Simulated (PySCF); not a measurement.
# ECD: SMILES C[C@@H]1OCCO[C@@H]1F, C$_{5}$H$_{9}$FO$_{2}$

Geometry:
| atom | x (Å) | y (Å) | z (Å) |
| --- | --- | --- | --- |
| C1 | 2.114 | 0.520 | 0.468 |
| C2 | 0.751 | 0.403 | -0.194 |
| O3 | -0.211 | 0.991 | 0.657 |
| C4 | -1.514 | 0.862 | 0.134 |
| C5 | -1.858 | -0.610 | -0.073 |
| O6 | -0.908 | -1.212 | -0.952 |
| C7 | 0.384 | -1.062 | -0.503 |
| F8 | 0.573 | -1.836 | 0.629 |
| H9 | 2.109 | -0.024 | 1.408 |
| H10 | 2.323 | 1.567 | 0.670 |
| H11 | 2.884 | 0.114 | -0.182 |
| H12 | 0.742 | 0.928 | -1.168 |
| H13 | -1.586 | 1.397 | -0.827 |
| H14 | -2.183 | 1.322 | 0.863 |
| H15 | -2.826 | -0.733 | -0.556 |
| H16 | -1.847 | -1.136 | 0.890 |
| H17 | 1.045 | -1.480 | -1.274 |

Method used: PySCF, TDDFT BHandHLYP/def2-SVPD circular dichroism and optical rotation, one conformer, gas phase. Geometry: GFN2-xTB.

States above about 8.9 eV lie in this functional's continuum (it starts at minus the energy of the highest occupied orbital, well below the true ionisation energy for most functionals) and depend on the basis.

Assign R or S to each stereocentre.

C2 S, C7 R.

List the lowest 12 singlet excitations with oscillator and rotatory strengths.

Rotatory strengths R in 10⁻⁴⁰ esu² cm², velocity form and length form (origin at the centre of mass); f in length form.
```csv
state,E (eV),λ (nm),f,R (velocity),R (length),main
1,7.73,160,0.019,+12.0,+12.4,HOMO→LUMO 0.91
2,8.33,149,0.043,+26.2,+27.4,"HOMO→LUMO+1 0.84, HOMO→LUMO+2 0.09"
3,8.57,145,0.021,+0.2,+1.8,"HOMO→LUMO+3 0.46, HOMO→LUMO+2 0.34"
4,8.69,143,0.024,-13.8,-13.2,"HOMO→LUMO+2 0.47, HOMO→LUMO+3 0.30"
5,8.75,142,0.002,-3.2,-3.3,HOMO→LUMO+4 0.54
6,9.15,135,0.018,-38.5,-39.1,"HOMO−1→LUMO 0.71, HOMO→LUMO+3 0.13"
7,9.33,133,0.009,-11.4,-12.1,"HOMO−2→LUMO 0.26, HOMO→LUMO+5 0.25"
8,9.38,132,0.003,-5.1,-5.4,"HOMO−2→LUMO 0.42, HOMO→LUMO+6 0.18"
9,9.43,131,0.009,+12.8,+13.2,"HOMO→LUMO+5 0.40, HOMO→LUMO+6 0.27"
10,9.57,130,0.005,+7.5,+7.6,"HOMO→LUMO+7 0.48, HOMO→LUMO+6 0.17"
11,9.72,128,0.008,+9.1,+11.3,"HOMO−1→LUMO+1 0.65, HOMO→LUMO+5 0.14"
12,9.88,126,0.022,+33.2,+31.3,"HOMO−1→LUMO+2 0.30, HOMO−1→LUMO+4 0.25"
```

Among the states computed, the strongest CD band (largest |R|) is state 6. The largest dissymmetry factor in size, g = 4R/(D+G), with D and G the electric and magnetic dipole strengths, is -0.03 for state 6 (velocity form, f = 0.018), among bands with |R| over 0.5. The mirror image has the same energies and oscillator strengths and all R with the opposite sign.
